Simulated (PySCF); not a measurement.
Dipole response of Mg⁺ (magnesium, charge +1)

[Ne] 3s1, 2S determinant. All numbers are calculated (PySCF 2.14, no relativity, point nucleus, in aug-cc-pVTZ (6s5p3d2f, 50 functions)). Coupled (time-dependent) response in atomic units; α is the mean over directions.

```json
{"method": "UHF", "mean α (bohr³)": "38.65", "C₆ (like pair)": "177.8", "S(−4)": "1569"}
{"method": "PBE", "mean α (bohr³)": "33.42", "C₆ (like pair)": "142.8", "S(−4)": "1185"}
{"method": "PBE0", "mean α (bohr³)": "34.93", "C₆ (like pair)": "152.5", "S(−4)": "1291"}
{"method": "B3LYP", "mean α (bohr³)": "31.24", "C₆ (like pair)": "129.2", "S(−4)": "1032"}
{"method": "MN15", "mean α (bohr³)": "33.89", "C₆ (like pair)": "143.0", "S(−4)": "1270"}
```

S(−4) is the Cauchy moment in α(ω) = α(0) + S(−4) ω² + …

α(iu) at PBE0:

| u (hartree) | α(iu) (bohr³) |
| --- | --- |
| 0 | 34.93 |
| 0.0500 | 31.98 |
| 0.100 | 25.53 |
| 0.200 | 14.22 |
| 0.300 | 8.280 |
| 0.500 | 3.678 |
| 0.750 | 1.875 |
| 1.00 | 1.178 |
| 1.50 | 0.6334 |
| 2.00 | 0.4152 |
| 3.00 | 0.2268 |
| 5.00 | 0.09845 |

For an ion, C₆ is the dispersion term alone; charge-induced terms of lower order in 1/R come first.
